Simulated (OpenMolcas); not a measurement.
Lines of Lu+: computed and rescaled rates

```yaml
Program: OpenMolcas 26.06
Method: "SS-CASPT2, IPEA 0.25 Eh, imaginary shift 0.1 Eh (closed shells correlated: 5s 5p)"
Basis: ANO-RCC-VQZP [9s8p6d4f3g2h]
Scalar_Hamiltonian: DKH2, point nucleus
Active_space: 2 electrons in 11 orbitals (5d 6s 6d)
State_averaging: 2S+1 = 1 even, 6 roots; 2S+1 = 3 even, 5 roots kept (CI in the orbitals of an earlier block)
Spin-orbit_coupling: state interaction with AMFI integrals over the reference wave functions, term energies averaged over their components
```

Rates come from the transition moments of the reference wave functions (E1 and E2 in the length form). At fixed line strength A goes as λ^-3 for E1 and M1 and as λ^-5 for E2, so a rate at the computed wavelength can be rescaled to the measured one. Measured vacuum wavelengths follow from level energies in NIST Handbook of Basic Atomic Spectroscopic Data. Branching counts decays inside the model space alone, at computed energies, and the table is only a selection of the E2 and M1 lines, drawn from those between levels with measured partners whose computed energy lies within a factor of 1.5 of the measured one.

```tsv
Upper	Lower	Type	λ computed (nm)	λ measured (nm)	A computed (s-1)	A rescaled (s-1)	Branching %
5d 6s ³D₂	5d 6s ³D₁	M1	13560	15650	9.04e-03	5.88e-03	17.2
5d 6s ³D₃	5d 6s ³D₂	M1	4896	5670	1.42e-01	9.14e-02	100.0
5d 6s ¹D₂	5d 6s ³D₃	M1	3431	3191	4.73e-02		1.3
5d 6s ¹D₂	5d 6s ³D₂	M1	2017	2042	3.84e-02		1.1
5d 6s ¹D₂	5d 6s ³D₁	M1	1756	1806	3.40e-01		9.6
5d 6s ³D₂	6s² ¹S₀	E2	855	804.2	4.34e-02		82.8
5d 6s ¹D₂	6s² ¹S₀	E2	600.5	576.9	3.11e+00	3.80e+00	87.9
```

Spin-changing lines and M1 lines between different terms are not rescaled, since their strength hangs on the term gaps too.

The largest correction is for 5d 6s ³D₃ → 5d 6s ³D₂ (M1): 1.42e-01 × (4896 / 5670)^3 = 9.14e-02 s-1, a factor of 0.64.

These are rates of the free ion; in crystals, glasses and complexes forced electric-dipole and non-radiative decay shorten such lifetimes by orders of magnitude. No measured rate stands beside these. Rescaling mends the energy factor alone: line strengths can still be far off where a level mixes with configurations outside the active space, and weak or spin-changing lines hang on small mixing coefficients that depend on the term gaps too, so rescaling need not improve them.

CASPT2 breaks the degeneracy within a term, and the mean is taken; among the terms shown or strongly mixed into the levels shown the widest spread is 38 cm-1 (5d 6s ³D). Terms from blocks run as CI alone lack orbitals of their own. Active for correlation alone: 6d; no level in the range computed is led by a configuration that fills it, so any true level of that kind is missing. Measured partners are found by configuration, term and J. A level has none where our copy of the source lacks it or the pairing is in doubt (some pairs that miss far off the trend of their configuration count as doubtful). Levels of configurations outside the active space are missing.
